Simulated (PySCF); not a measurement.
# Deuteron quadrupole couplings in `CC1=C([SiH3])P1`

Species: C₃H₇PSi.
Geometry (GFN2-xTB, Å), atoms numbered from 1 in this order:
```xyz
12
C3H7PSi angstrom
C     -1.9824   -0.5497    0.0115
C     -0.8027    0.2992   -0.1855
C      0.5050    0.3887   -0.2053
Si     2.1578   -0.4513   -0.0128
P     -0.3193    2.0161   -0.6255
H     -1.6789   -1.5801    0.1943
H     -2.5607   -0.1891    0.8629
H     -2.6245   -0.5112   -0.8685
H      1.9000   -1.8621    0.2877
H      2.8945   -0.3079   -1.2677
H      2.8683    0.1896    1.0948
H     -0.3560    2.5571    0.6880
```

Level: PBE0/pcSseg-1 (PySCF, non-relativistic); Q(2H) = 0.00286 b; rigid geometry, the same for H and D, with no vibrational averaging.

Question: Rank these positions by the coupling χzz of a deuteron there, largest first.
A. H8 (methyl hydrogen)
B. H10 (Si–H hydrogen)
C. H12 (P–H hydrogen)

Answer: A (207 kHz), C (117 kHz), B (109 kHz).

Q: What are Vzz, η and χzz (234.96 MHz × Q × Vzz) at all hydrogens?

A: 
```
atom  bonded to  bond length (Å)  Vzz (au)     η  χzz (kHz)
  H6         C1            1.090    0.3086  0.02        207
  H7         C1            1.091    0.3079  0.03        207
  H8         C1            1.090    0.3081  0.03        207
  H9        Si4            1.465    0.1611  0.01        108
 H10        Si4            1.462    0.1627  0.01        109
 H11        Si4            1.464    0.1617  0.01        109
 H12         P5            1.421    0.1741  0.06        117
```

Q: Average by the element that carries the hydrogen.

A: on C: 207 kHz over 3 positions, mean bond length 1.090 Å; on Si: 109 kHz over 3 positions, mean bond length 1.464 Å; on P: 117 kHz over 1 position, mean bond length 1.421 Å.

Isolated species at its GFN2-xTB geometry, gas phase. GFN2-xTB bond lengths can be off by several hundredths of an ångström, more for odd bonds, and the gradients follow them. The basis is small and wasn't made for field gradients, so the couplings can be 20 % off.
